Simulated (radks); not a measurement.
Results of a calculation; reference values are marked as such.
Task: Coherent X-ray form factor from a spherical all-electron density. Level of theory: non-relativistic Kohn-Sham, r2SCAN, spin-polarised, spherical densities, point nucleus; meta-GGA in the generalised Kohn-Sham scheme (a radial shooting solver on a logarithmic mesh with Libxc functionals).

| sin(theta)/lambda (1/angstrom) | f0 (electrons) |
|---|---|
| 0.05 | 68.063 |
| 0.1 | 65.690 |
| 0.15 | 62.604 |
| 0.2 | 59.199 |
| 0.25 | 55.669 |
| 0.3 | 52.176 |
| 0.4 | 45.768 |
| 0.5 | 40.343 |
| 0.6 | 35.744 |
| 0.8 | 28.352 |
| 1 | 22.987 |
| 1.25 | 18.672 |
| 1.5 | 16.059 |
| 2 | 12.556 |

The species is in the configuration that NIST lists as its ground one. Which atom or ion scatters so?

Result: The ytterbium ion Yb+, [Xe] 4f14 6s1. Extrapolating in s^2 from the first two rows gives f0(0) = 68.9, near the electron count 69; among species with that count, the fall with angle is slower the higher Z, and the table is that of Z = 70; from so few rows the species is fixed only to a neighbour or two.
